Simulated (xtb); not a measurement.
xtb input (GFN2-xTB):

```bash
xtb mol.xyz --gfn 2 --ohess tight --chrg 0 --uhf 0
```
mol.xyz:
```
6

Si    -0.43374472     1.28228698     1.16442755
H      0.21236984     2.40429259     0.42689666
Si     0.06799277    -0.53106386    -0.22469419
H      0.79921347    -0.60071344    -1.47827759
H     -1.24372399    -1.03745923    -0.61211749
H      0.62035636    -1.50350269     0.68245233
```

End of the output:

```
   ------------------------------------------------------------------------
    298.15    0.570536E-02    0.349905E-01    0.319467E-01    0.304382E-02
   ------------------------------------------------------------------------

         :::::::::::::::::::::::::::::::::::::::::::::::::::::
         ::                  THERMODYNAMIC                  ::
         :::::::::::::::::::::::::::::::::::::::::::::::::::::
         :: total free energy          -5.421310364857 Eh   ::
         ::.................................................::
         :: total energy               -5.424354183348 Eh   ::
         :: zero point energy           0.029285177768 Eh   ::
         :: G(RRHO) w/o ZPVE           -0.026241359277 Eh   ::
         :: G(RRHO) contrib.            0.003043818491 Eh   ::
         :::::::::::::::::::::::::::::::::::::::::::::::::::::

optimized geometry written to: xtbopt.xyz

           -------------------------------------------------
          | TOTAL ENERGY               -5.424354183348 Eh   |
          | TOTAL ENTHALPY             -5.389363647518 Eh   |
          | TOTAL FREE ENERGY          -5.421310364857 Eh   |
          | GRADIENT NORM               0.000546038495 Eh/α |
          | HOMO-LUMO GAP               1.737213102543 eV   |
           -------------------------------------------------

------------------------------------------------------------------------
------------------------------------------------------------------------
 total:
 SCF:
 ANC optimizer:
 analytical hessian:
```
